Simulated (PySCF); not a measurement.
C₂H₆B, SMILES C[B]C, multiplicity 2. The structure is a stationary point at PBE-D3(BJ)/def2-TZVP. The isomer is the one that the SMILES or the coordinates give; other isomers of the formula were not compared.

Q: Give the equilibrium geometry at PBE-D3(BJ)/def2-TZVP (PySCF confirms it by a frequency run) as a Z-matrix, and its point group. (The exact figures need the calculation; the answer reports its results.)

A: point group C2.
```
B
C 1 1.5467
H 2 1.0987 1 115.20
H 2 1.1062 3 109.49 1 130.38
H 2 1.1091 3 105.79 4 114.17
C 1 1.5467 2 129.82 3 151.69
H 6 1.0987 1 115.20 2 151.69
H 6 1.1062 7 109.49 1 130.38
H 6 1.1091 7 105.79 8 114.17
```
Charge 0, spin multiplicity 2.
